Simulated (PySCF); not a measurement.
C₂H₆F₂Si, SMILES CC[SiH](F)F.

Coordinates come from a PBE0-D3(BJ)/def2-SVP optimisation. One conformer was computed; it need not be the lowest.

The numbers are results of PBE/def2-TZVP run with PySCF, not measurements.

Symmetry labels are those of the subgroup Cs that the program uses (full group Cs).

### Question
List the valence orbital energies around the gap with their symmetry. (Estimate from the structure and the level; the computed values follow.)

### Answer

```csv
orbital,symmetry,energy (eV)
HOMO−7,A',-11.05
HOMO−6,A',-10.13
HOMO−5,A",-9.91
HOMO−4,A',-9.73
HOMO−3,A",-9.66
HOMO−2,A',-8.97
HOMO−1,A",-8.70
HOMO,A',-7.49
LUMO,A',-0.05
LUMO+1,A",0.01
LUMO+2,A',0.49
LUMO+3,A',1.46
```
